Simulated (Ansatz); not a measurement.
A search over several starts for the lowest SCF solution of ZrBrCl3⁺ at the given spin, in a small basis.

```yaml
crystal:
  periodic: [false, false, false]
  atoms:
    - {symbol: Zr, position_ang: [-0.000147, 0.000194, -0.032574]}
    - {symbol: Br, position_ang: [0.007418, -0.014647, 2.438095]}
    - {symbol: Cl, position_ang: [2.186737, 0.010570, -0.808509]}
    - {symbol: Cl, position_ang: [-1.101954, 1.897932, -0.787102]}
    - {symbol: Cl, position_ang: [-1.092054, -1.894059, -0.809910]}
basis:
  gaussian: {orbitals: def2-SVP}
total_charge: 1
magnetization: {spin_polarized: true, initial_magnetization: 1}
hamiltonian: {xc: pbe0, dispersion: d4}
output: {orbitals: {seedname: orbitals}}
```

```sh
$ ansatz run in.yaml --threads 4 --pin off --events-out ev --progress --plain --max-ram 3916MiB
```

Output, abridged:

```
Functional definition: PBE0
1107 factors; integrals over basis functions are off by at most 8.5e-4 eV
mean field evaluation 1: about -108848.3121 eV, gradient 2.2e1 eV
mean field evaluation 2: about -108835.4407 eV, gradient 5.2e1 eV
mean field evaluation 4: about -108851.0085 eV, gradient 5.5e0 eV
mean field evaluation 8: about -108851.3221 eV, gradient 7.0e-1 eV
mean field evaluation 16: about -108851.3270 eV, gradient 6.7e-3 eV
mean field evaluation 32: about -108851.3270 eV, gradient 5.5e-6 eV
mean field evaluation 64: about -108851.3232 eV, gradient 6.5e-1 eV
mean field evaluation 96: about -108851.0601 eV, gradient 4.7e0 eV
mean field evaluation 128: about -108851.3011 eV, gradient 1.7e0 eV
mean field -108851.32697742 eV, -4000.2124843407 hartree, gradient 2.5e-6 eV, S^2 0.761021; 10 other end points of the search recorded, 0 dependent functions left out
reference -108851.32703903 eV, -4000.2124866049 hartree; 49, 48 occupied and 68, 69 virtual orbitals, 1107 factors
Total energy: -108851.52534465 eV, -4000.2197742019 hartree
```

Hardware: 4 threads of Arm Neoverse V1 on a shared host. Wall time 46 s, peak host memory 0.59 GiB.

In the def2 sets Zr takes a core potential; there is no spin–orbit coupling.
